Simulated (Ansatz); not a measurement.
`C1CC2CCC1CC2`, charge 0, multiplicity 1.

Problem. Give a relaxed structure at PBE0-D4/def2-TZVP (Ansatz). (Estimate.)

Solution. Computed: 
Z-matrix (Å, degrees):
```
C
C 1 1.544
C 1 1.527 2 109.7
H 1 1.094 2 110.8 3 121.0
H 1 1.094 2 110.8 3 -121.0
C 2 1.527 1 109.7 3 0.3
H 2 1.094 1 110.8 3 121.3
H 2 1.094 1 110.8 3 -120.8
C 3 1.527 1 109.2 2 59.6
C 3 1.527 1 109.2 2 -59.9
H 3 1.094 1 109.7 2 179.8
C 6 1.527 2 109.2 1 -59.9
C 6 1.527 2 109.2 1 59.6
H 6 1.094 2 109.7 1 179.8
H 9 1.094 3 109.5 1 178.4
H 9 1.094 3 109.5 1 61.9
H 10 1.094 3 109.5 1 -62.2
H 10 1.094 3 109.5 1 -178.7
H 12 1.094 6 109.5 2 -178.7
H 12 1.094 6 109.5 2 -62.2
H 13 1.094 6 109.5 2 61.9
H 13 1.094 6 109.5 2 178.4
```
Point group D3h.
This is one stationary point; other conformers may exist.
